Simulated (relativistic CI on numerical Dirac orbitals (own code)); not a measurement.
**Pr42+: computed level list**

These numbers are calculated, not measured: Dirac-Coulomb-Breit CI, orbitals from a KLI potential per configuration, QED by a radiative potential, unscaled Slater integrals (own radial code, finite nucleus).

CI space (outside the closed core [Ne]): 3s²3p⁵, 3s3p⁶, 3s²3p⁴3d, 3s3p⁵3d, 3p⁶3d, 3s3p⁴3d², 3s²3p³3d4p, 3p⁶4s, 3s3p⁴3d4s, 3s²3p⁴4s, 3p⁶4p, 3s²3p⁴4p, 3s²3p³3d², 3s²3p²3d³, 3s3p³3d³, 3s²3p²3d²4s, 3s²3p²3d²4p. Double excitations out of closed p, d and f shells are left out; levels of such configurations are missing from the list, as are those of other unlisted configurations, and high levels can miss mixing partners.

The lowest level is 3s²3p⁵ ²P°3/2, with 99 % of that term; Hund's rules for 3s²3p⁵ give ²P° with J = 3/2, in agreement.

```
No.  Configuration  Term     J   E (eV)   %  Next component (%)  Lifetime (s)      jj configuration (%)
  1         3s²3p⁵   ²P°   3/2    0.000  99     1 3s²3p³3d² ²P°                            3p3/2^3 (99)
  2         3s²3p⁵   ²P°   1/2  117.971  98     1 3s²3p³3d² ²P°      6.49e-08        3p1/2 3p3/2^4 (98)
  3       3s²3p⁴3d    ⁴D   3/2  175.561  39               33 ²D      8.85e-10        3p3/2^2 3d3/2 (98)
  4       3s²3p⁴3d    ⁴D   5/2  178.877  46               18 ²D      2.20e-09        3p3/2^2 3d3/2 (91)
  5       3s²3p⁴3d    ⁴P   1/2  179.569  45               28 ²P      2.14e-10        3p3/2^2 3d3/2 (94)
  6       3s²3p⁴3d    ⁴F   7/2  183.554  33               30 ²F      1.72e-03        3p3/2^2 3d3/2 (96)
  7       3s²3p⁴3d    ²D   3/2  196.700  58               19 ⁴F      1.11e-07        3p3/2^2 3d3/2 (93)
  8       3s²3p⁴3d    ²F   7/2  203.908  46               43 ⁴D      1.08e-05        3p3/2^2 3d5/2 (95)
  9       3s²3p⁴3d    ²P   1/2  205.920  47               25 ²S      3.06e-10        3p3/2^2 3d5/2 (86)
 10       3s²3p⁴3d    ⁴F   9/2  206.194  70               30 ²G      1.39e-05        3p3/2^2 3d5/2 (99)
 11       3s²3p⁴3d    ²D   5/2  227.109  51               23 ⁴P      1.07e-08        3p3/2^2 3d5/2 (98)
 12       3s²3p⁴3d    ²D   3/2  231.432  36               29 ²P      5.48e-12        3p3/2^2 3d5/2 (88)
 13       3s²3p⁴3d    ²D   5/2  234.225  40               23 ²F      4.15e-12        3p3/2^2 3d5/2 (83)
 14          3s3p⁶    ²S   1/2  258.942  63      22 3s²3p⁴3d ⁴P      3.12e-12                   3s (63)
 15       3s²3p⁴3d    ⁴D   1/2  284.783  77               17 ²P      1.30e-10  3p1/2 3p3/2^3 3d3/2 (95)
 16       3s²3p⁴3d    ⁴D   3/2  292.825  35               26 ⁴F      2.86e-09  3p1/2 3p3/2^3 3d3/2 (93)
 17       3s²3p⁴3d    ⁴F   5/2  300.594  44               36 ²F      3.08e-11  3p1/2 3p3/2^3 3d3/2 (97)
 18       3s²3p⁴3d    ²G   7/2  301.698  60               25 ²F      1.33e-07  3p1/2 3p3/2^3 3d3/2 (98)
 19       3s²3p⁴3d    ⁴F   7/2  317.186  40               39 ⁴D      6.87e-08  3p1/2 3p3/2^3 3d5/2 (98)
 20       3s²3p⁴3d    ²P   3/2  323.151  50               33 ⁴P      1.12e-11  3p1/2 3p3/2^3 3d5/2 (89)
 21       3s²3p⁴3d    ²F   5/2  327.045  41               24 ²D      9.14e-12  3p1/2 3p3/2^3 3d5/2 (88)
 22       3s²3p⁴3d    ²G   9/2  327.414  69               29 ⁴F      1.24e-07  3p1/2 3p3/2^3 3d5/2 (99)
 23       3s²3p⁴3d    ²D   5/2  327.684  51               20 ²F      1.16e-12  3p1/2 3p3/2^3 3d3/2 (77)
 24       3s²3p⁴3d    ²P   3/2  328.624  55               21 ²D      1.16e-12  3p1/2 3p3/2^3 3d3/2 (77)
 25       3s²3p⁴3d    ²S   1/2  331.069  37               25 ²P      5.89e-13  3p1/2 3p3/2^3 3d3/2 (75)
 26       3s²3p⁴3d    ²D   5/2  332.967  51               26 ²F      1.79e-11  3p1/2 3p3/2^3 3d5/2 (91)
 27       3s²3p⁴3d    ²F   7/2  339.548  78               11 ⁴F      1.01e-07  3p1/2 3p3/2^3 3d5/2 (98)
 28       3s²3p⁴3d    ²D   3/2  357.025  69               13 ⁴F      2.74e-12  3p1/2 3p3/2^3 3d5/2 (80)
 29      3s²3p³3d²   ⁴F°   3/2  361.741  29              22 ²D°      1.51e-10        3p3/2 3d3/2^2 (95)
 30      3s²3p³3d²   ⁴D°   1/2  364.816  43              27 ⁶F°      9.06e-11        3p3/2 3d3/2^2 (92)
 31      3s²3p³3d²   ⁴F°   5/2  364.936  26              20 ⁴G°      1.85e-10        3p3/2 3d3/2^2 (88)
 32       3s²3p⁴3d    ²P   1/2  367.232  71               23 ²S      1.46e-12  3p1/2 3p3/2^3 3d5/2 (87)
 33      3s²3p³3d²   ²G°   7/2  367.894  18              17 ²F°      4.41e-10        3p3/2 3d3/2^2 (89)
 34      3s²3p³3d²   ⁴P°   3/2  381.187  20              17 ⁶P°      1.90e-10        3p3/2 3d3/2^2 (78)
 35      3s²3p³3d²   ⁴G°   9/2  388.765  30              26 ⁶F°      2.40e-10    3p3/2 3d3/2 3d5/2 (95)
 36      3s²3p³3d²   ²F°   7/2  391.159  25              16 ⁴F°      9.12e-11    3p3/2 3d3/2 3d5/2 (91)
 37      3s²3p³3d²   ⁴P°   1/2  392.355  46      19 3s3p⁵3d ⁴P°      1.17e-10    3p3/2 3d3/2 3d5/2 (73)
 38      3s²3p³3d²   ⁴D°   3/2  392.406  25              13 ⁴P°      6.11e-11    3p3/2 3d3/2 3d5/2 (78)
 39      3s²3p³3d²   ⁴D°   5/2  395.056  18              18 ²F°      3.04e-11    3p3/2 3d3/2 3d5/2 (83)
 40      3s²3p³3d²   ⁶P°   5/2  399.282  29              22 ⁴D°      2.73e-10    3p3/2 3d3/2 3d5/2 (94)
 41      3s²3p³3d²   ⁴G°  11/2  399.437  42              22 ⁶F°      5.24e-08    3p3/2 3d3/2 3d5/2 (77)
 42      3s²3p³3d²   ²F°   7/2  400.884  23              22 ⁴D°      7.46e-11    3p3/2 3d3/2 3d5/2 (84)
 43      3s²3p³3d²   ⁴F°   7/2  410.393  17              17 ⁴D°      6.06e-12    3p3/2 3d3/2 3d5/2 (71)
 44      3s²3p³3d²   ⁴F°   5/2  410.666  21              21 ²D°      8.09e-12    3p3/2 3d3/2 3d5/2 (66)
 45      3s²3p³3d²   ²P°   3/2  414.582  27              22 ⁴F°      7.27e-12    3p3/2 3d3/2 3d5/2 (81)
```

Energies count from the lowest computed level; ° marks odd parity; lifetimes are radiative, by E1, M1, E2, M2, E3 decay to levels of this space only. Filled j subshells are mostly left out of the jj labels.

The mean weight of the leading LS term, summed over parents, in these 45 levels is 45 %, and that of the leading jj configuration (from the same eigenvectors) 88 %, so jj coupling describes them better and the LS labels are nominal.

At this charge energies of transitions that change n are usually good to better than 1 %, and those within a shell (Δn = 0) to a few per cent.

LS names give the leading component of a level, which can be under half, so a name can repeat, a term be missing and a line seem to break the LS rules.
